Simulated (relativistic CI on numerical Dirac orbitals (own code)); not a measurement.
Radial Dirac CI calculation of Nd⁴²⁺.

Command:

```sh
python run_levels.py task.json out
```

Input:

```
atom Nd  Z=60  charge=42  electrons=18
nucleus A=142  rms_radius_fm=4.9123
hamiltonian dirac-coulomb  breit=on  qed=on  c_scale=1
orbitals kli  potential=per-configuration
slater_scale 1.2
correlation none
mixing on
grid step=0.03 r_max=3
scf mixing=0.4 start=green max_iterations=150 tolerance=2e-08 node_fill=0.05
configurations
  [Ne] 3s2 3p6
end
```

Output:

```
SCF 1: [Ne] 3s2 3p6
 iter      energy (Ha)   residual   last orbital (Ha)
    1     -8065.485934   4.91e+00   -164.38736
    2     -8096.487069   2.87e+00   -146.41352
    3     -8112.172056   6.59e-02   -124.08046
    4     -8112.178292   3.08e-02   -124.23899
    5     -8112.181041   1.52e-04   -123.99247
    6     -8112.181050   3.81e-05   -123.99326
    7     -8112.181051   4.18e-06   -123.99291
    8     -8112.181051   4.05e-08   -123.99288
    9     -8112.181051   1.81e-08   -123.99288
orbital energies (Ha): 1s -1687.1580  2s -349.7193  2p1/2 -336.8210  2p3/2 -317.3713  3s -133.6700  3p1/2 -128.7424  3p3/2 -123.9929
configuration averages (Ha): Dirac-Coulomb, Breit, QED
  3p6                          -8112.181051    7.524130    5.547574
levels: no., configuration, term, J, E (cm-1), weight
   1 3p6                    1S   0                0.0  1.00
lowest total energy -8099.109347 Ha
end: converged
```

Against the reference input this run has: Slater scale 1.2, grid step 0.03. The reference run ends at -8099.109652 Ha with Breit and QED terms.

Run time about 0.028 s of CPU on one thread of Neoverse-N1 (shared host).
